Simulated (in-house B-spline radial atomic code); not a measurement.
RPA and G0W0 on LDA VWN5: K⁸⁺

Configuration [Ne] 3s1, highest spin, mean-field start LDA VWN5. Computed with an all-electron radial atomic-structure program (B-spline basis): all electrons, non-relativistic, point nucleus, each spin shell either full or empty, empty states to l = 9 with an (l + 1/2)⁻⁴ tail; G0W0 by contour deformation at full frequency.

Command:
```bash
python run_gw.py task.json out
```
Settings (radii: box in bohr, nucleus in fm):
```
Z                        19
electrons                11
configuration            [Ne] 3s1
hamiltonian              nr
method                   lda,vwn
lmax                     9
spin_polarised           True
box_radius               7.7
intervals                47
ion_configuration        [He] 2s2 2p6
```

Time taken, with all properties: 1.9 s on 1 thread of Intel(R) Xeon(R) 6975P-C, on a shared host.

Energies (hartree):

```json
{"term": "mean-field total", "value": "-576.27482"}
{"term": "Hartree-Fock functional on these orbitals", "value": "-577.57965"}
{"term": "direct second order", "value": "-0.73924"}
{"term": "second-order exchange", "value": "0.28524"}
{"term": "SOSEX correction", "value": "0.26496"}
```

What is the RPA correlation energy, and what remains with SOSEX?

RPA gives -0.68222 hartree (-1.69 eV per electron); RPA + SOSEX gives -0.41725, and the second-order doubles -0.45401 hartree (no singles). SOSEX takes back 39 % of the RPA value.

Quasi-particle levels (eV):

```json
{"level": "3s up", "occupied": "yes", "mean field": "-166.93", "Σx - vxc": "-7.85", "Σc": "?", "QP weight": "?", "G0W0": "?"}
{"level": "2p down", "occupied": "yes", "mean field": "-444.21", "Σx - vxc": "-32.62", "Σc": "3.28", "QP weight": "0.968", "G0W0": "-473.56"}
{"level": "2p up", "occupied": "yes", "mean field": "-444.85", "Σx - vxc": "-32.87", "Σc": "3.39", "QP weight": "0.966", "G0W0": "-474.33"}
{"level": "2s down", "occupied": "yes", "mean field": "-512.27", "Σx - vxc": "-43.46", "Σc": "5.09", "QP weight": "0.931", "G0W0": "-550.64"}
{"level": "3s down", "occupied": "no", "mean field": "-162.37", "Σx - vxc": "10.66", "Σc": "-3.00", "QP weight": "0.947", "G0W0": "-154.71"}
```

G0W0 = mean field + (Σx - vxc) + Σc, with Σc (partial-wave tail included) taken at the quasi-particle energy. Only the outer levels were computed.

Where does G0W0 put 3s up?

At -176.73 eV, with Σc = -1.95 eV and a quasi-particle weight of 0.973. The tabulated removal energy is 175.817 ± 0.0025 eV (NIST, semi-empirical); the calculation leaves out relativity, Breit and QED terms, and what these don't explain is the method's own error.

What does it cost to remove one electron (to [He] 2s2 2p6) by differences of total energies, each species on its own start (correlation terms add to the Hartree-Fock functional)?

LDA VWN5 175.94 eV, Hartree-Fock functional 174.57 eV, + RPA 176.21 eV, + RPA + SOSEX 175.08 eV, + second order 175.20 eV. Tabulated: 175.817 ± 0.0025 eV (NIST, semi-empirical); the calculation leaves out relativity, Breit and QED terms, and what these don't explain is the method's own error.
